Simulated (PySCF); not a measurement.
chlorobenzene (C6H5Cl), SMILES Clc1ccccc1.

The structure is a stationary point at PBE-D3(BJ)/def2-SVP.

Level of theory: PySCF with PBE-D3(BJ)/def2-SVP.

Frequencies are harmonic and unscaled.

```json
[
 {"mode": "1", "ν (cm⁻¹)": "183", "IR (km/mol)": "0.2", "moving atoms (share of kinetic energy)": "C 70 %, Cl 16 %, H 14 %"},
 {"mode": "2", "ν (cm⁻¹)": "291", "IR (km/mol)": "0.2", "moving atoms (share of kinetic energy)": "C 60 %, Cl 28 %, H 12 %"},
 {"mode": "3", "ν (cm⁻¹)": "406", "IR (km/mol)": "0.0", "moving atoms (share of kinetic energy)": "C 71 %, H 29 %"},
 {"mode": "4", "ν (cm⁻¹)": "410", "IR (km/mol)": "3.7", "moving atoms (share of kinetic energy)": "Cl 56 %, C 40 %"},
 {"mode": "5", "ν (cm⁻¹)": "471", "IR (km/mol)": "7.0", "moving atoms (share of kinetic energy)": "C 73 %, H 26 %"},
 {"mode": "6", "ν (cm⁻¹)": "605", "IR (km/mol)": "0.3", "moving atoms (share of kinetic energy)": "C 92 %, H 8 %"},
 {"mode": "7", "ν (cm⁻¹)": "691", "IR (km/mol)": "23.4", "moving atoms (share of kinetic energy)": "C 54 %, H 45 %"},
 {"mode": "8", "ν (cm⁻¹)": "699", "IR (km/mol)": "21.4", "moving atoms (share of kinetic energy)": "C 82 %, Cl 10 %"},
 {"mode": "9", "ν (cm⁻¹)": "735", "IR (km/mol)": "37.5", "moving atoms (share of kinetic energy)": "H 58 %, C 42 %"},
 {"mode": "10", "ν (cm⁻¹)": "815", "IR (km/mol)": "0.0", "moving atoms (share of kinetic energy)": "H 79 %, C 21 %"},
 {"mode": "11", "ν (cm⁻¹)": "891", "IR (km/mol)": "1.8", "moving atoms (share of kinetic energy)": "H 71 %, C 29 %"},
 {"mode": "12", "ν (cm⁻¹)": "955", "IR (km/mol)": "0.0", "moving atoms (share of kinetic energy)": "H 71 %, C 29 %"},
 {"mode": "13", "ν (cm⁻¹)": "981", "IR (km/mol)": "0.0", "moving atoms (share of kinetic energy)": "H 75 %, C 25 %"},
 {"mode": "14", "ν (cm⁻¹)": "982", "IR (km/mol)": "6.5", "moving atoms (share of kinetic energy)": "C 91 %, H 8 %"},
 {"mode": "15", "ν (cm⁻¹)": "1021", "IR (km/mol)": "7.1", "moving atoms (share of kinetic energy)": "C 60 %, H 40 %"},
 {"mode": "16", "ν (cm⁻¹)": "1062", "IR (km/mol)": "7.9", "moving atoms (share of kinetic energy)": "H 69 %, C 31 %"},
 {"mode": "17", "ν (cm⁻¹)": "1082", "IR (km/mol)": "41.8", "moving atoms (share of kinetic energy)": "C 71 %, H 27 %"},
 {"mode": "18", "ν (cm⁻¹)": "1134", "IR (km/mol)": "0.1", "moving atoms (share of kinetic energy)": "H 95 %"},
 {"mode": "19", "ν (cm⁻¹)": "1146", "IR (km/mol)": "0.5", "moving atoms (share of kinetic energy)": "H 88 %, C 11 %"},
 {"mode": "20", "ν (cm⁻¹)": "1267", "IR (km/mol)": "0.2", "moving atoms (share of kinetic energy)": "H 74 %, C 26 %"},
 {"mode": "21", "ν (cm⁻¹)": "1371", "IR (km/mol)": "0.0", "moving atoms (share of kinetic energy)": "C 97 %"},
 {"mode": "22", "ν (cm⁻¹)": "1431", "IR (km/mol)": "4.1", "moving atoms (share of kinetic energy)": "C 64 %, H 36 %"},
 {"mode": "23", "ν (cm⁻¹)": "1458", "IR (km/mol)": "45.1", "moving atoms (share of kinetic energy)": "C 63 %, H 37 %"},
 {"mode": "24", "ν (cm⁻¹)": "1599", "IR (km/mol)": "3.4", "moving atoms (share of kinetic energy)": "C 93 %"},
 {"mode": "25", "ν (cm⁻¹)": "1601", "IR (km/mol)": "23.9", "moving atoms (share of kinetic energy)": "C 92 %"},
 {"mode": "26", "ν (cm⁻¹)": "3115", "IR (km/mol)": "0.3", "moving atoms (share of kinetic energy)": "H 92 %"},
 {"mode": "27", "ν (cm⁻¹)": "3123", "IR (km/mol)": "6.4", "moving atoms (share of kinetic energy)": "H 92 %, C 8 %"},
 {"mode": "28", "ν (cm⁻¹)": "3136", "IR (km/mol)": "9.0", "moving atoms (share of kinetic energy)": "H 91 %, C 9 %"},
 {"mode": "29", "ν (cm⁻¹)": "3144", "IR (km/mol)": "3.4", "moving atoms (share of kinetic energy)": "H 91 %, C 9 %"},
 {"mode": "30", "ν (cm⁻¹)": "3146", "IR (km/mol)": "0.8", "moving atoms (share of kinetic energy)": "H 91 %, C 9 %"}
]
```
